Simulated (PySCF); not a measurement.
## Where the electron goes

Species: 4-fluoropyridine, C₅H₄FN.
Cartesian coordinates in Å at the GFN2-xTB level; atoms count from 1:
```xyz
11
C5H4FN angstrom
F     -0.1950    2.4736    0.1516
C     -0.0894    1.1357    0.0680
C     -1.2347    0.3619   -0.0040
C     -1.0575   -1.0112   -0.0891
N      0.1267   -1.5958   -0.1018
C      1.2045   -0.8358   -0.0310
C      1.1636    0.5480    0.0558
H     -2.2117    0.8158    0.0063
H     -1.9086   -1.6757   -0.1495
H      2.1498   -1.3611   -0.0437
H      2.0577    1.1472    0.1114
```

Computed, not measured: PySCF, TDDFT wB97X-D/def2-SVPD, vertical, gas phase, core orbitals frozen in the response.

Frontier orbitals with the atoms that hold most of them (Löwdin shares over 4%, at most four atoms; ? is withheld):

| orbital | ε (eV) | atoms |
| --- | --- | --- |
| HOMO-3 | -12.48 | F1 17%, C2 14%, C7 12%, C3 12% |
| HOMO-2 | -10.15 | N5 23%, C2 22%, F1 14%, C7 13% |
| HOMO-1 | -9.88 | ? |
| HOMO | ? | N5 62%, C4 10%, C6 10%, C7 4% |
| LUMO | 0.92 | C4 19%, C6 19%, C7 18%, C3 18% |
| LUMO+1 | 0.92 | C2 24%, N5 22%, C6 12%, C4 12% |
| LUMO+2 | 2.54 | C6 17%, C4 17%, C7 14%, C3 14% |

Task: Give the leading atoms of the HOMO-1.

Result: C3 (bonded to 2 C and H) 21%; C7 (bonded to 2 C and H) 21%; C6 (bonded to C, N and H) 20%; C4 (bonded to C, N and H) 20%.

Task: What is the HOMO energy, and the HOMO–LUMO gap?

Result: ε(HOMO) = -9.64 eV; the gap is 10.55 eV (0.3879 hartree).

Task: How does S1 compare with the orbital gap of 10.55 eV?

Result: S1 is at 5.30 eV (f = 0.0000), 5.25 eV below the gap, made of HOMO→LUMO (99%). Without the coupling terms of the response equations the lowest excitation would equal the gap.

Next come S2 at 5.32 eV (f 0.0039), HOMO→LUMO+1 (98%); S3 at 5.79 eV (f 0.0096), HOMO-1→LUMO+1 (57%), HOMO-2→LUMO (42%); S4 at 6.53 eV (f 0.013), HOMO-1→LUMO (61%), HOMO-2→LUMO+1 (37%); S5 at 7.37 eV (f 0.507), HOMO-2→LUMO (55%), HOMO-1→LUMO+1 (40%).

Löwdin shares depend on the basis, the more so with diffuse functions.

The run took 24 s of wall time on one thread, Arm Neoverse V1 (shared host).
